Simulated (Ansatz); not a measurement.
Reaction (cleavage of the Si–Al bond): `[CH3][Al]([SiH3])[O][SiH3]` + `COB(C)O` → `COB(C)O[SiH3]` + `[CH3][AlH][O][SiH3]`

Gas-phase electronic energies from Ansatz, PBE0-D4/def2-TZVP geometries. CCSD(T)/CBS is the MP2 limit (def2-TZVPP, def2-QZVPP) plus CCSD(T) − MP2 in def2-TZVPP, frozen cores. Functionals use def2-TZVPP. B3LYP here is the variant with VWN-RPA as its local correlation; programs differ in this. Each species was taken in one conformer, which may not be the lowest.

| level | ΔE (kJ/mol) | difference from CCSD(T)/CBS |
| --- | --- | --- |
| PBE-D4 | -53.8 | 26.6 |
| PBE0-D4 | -61.9 | 18.5 |
| B3LYP-D4 | -81.5 | -1.1 |
| r2SCAN | -73.4 | 7.0 |
| HF/def2-TZVPP | -104.7 | -24.3 |
| HF/def2-QZVPP | -107.2 | -26.8 |
| MP2/def2-QZVPP | -89.5 | -9.1 |
| SCS-MP2/def2-QZVPP | -93.4 | -13.0 |
| MP2/CBS(def2) | -89.4 | -9.0 |
| CCSD/CBS(def2) | -83.6 | -3.2 |
| CCSD(T)/CBS | -80.4 | 0 |

Largest T1 diagnostic among the species: 0.012.

In def2-TZVPP, CCSD(T) changes the Hartree–Fock value by +26.1 kJ/mol (the triples alone add +3.2 kJ/mol) and MP2 by +17.1 kJ/mol. From PBE to PBE0 (25 % exact exchange), in def2-TZVPP and without D4, ΔE moves by −8.5 kJ/mol.
